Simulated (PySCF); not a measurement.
**Curvature of the energy in the electron number along the second row, charge +1**

Calculated with PySCF 2.14, in aug-cc-pVDZ, non-relativistic: one orbital is emptied in steps, and each cell gives the departure of E from the straight line at half an electron, in eV (from a cubic fit). The exact functional gives zero.

```
species   orbital    LDA    PBE   PBE0  BHandHLYP  LC-wPBE   UHF
     C⁺  2p alpha  -1.77  -1.74  -1.27      -0.81    -0.52  0.16
     N⁺  2p alpha  -2.04  -1.99  -1.43      -0.87    -0.71  0.26
     O⁺  2p alpha  -2.32  -2.25  -1.59      -0.94    -0.92  0.38
     F⁺   2p beta  -2.29  -2.25  -1.55      -0.91    -0.89  0.51
    Ne⁺   2p beta  -2.57  -2.48  -1.69      -0.94    -1.10  0.65
```

Q: How does the mean departure depend on the functional?

A: LDA -2.20 eV; PBE -2.14 eV; PBE0 -1.51 eV; BHandHLYP -0.90 eV; LC-wPBE -0.83 eV; UHF 0.39 eV. Semilocal functionals are convex (delocalisation error), Hartree-Fock is concave or straight, and exact exchange removes curvature roughly in proportion to its share, so among the functionals the range-separated hybrids usually come closest to zero.
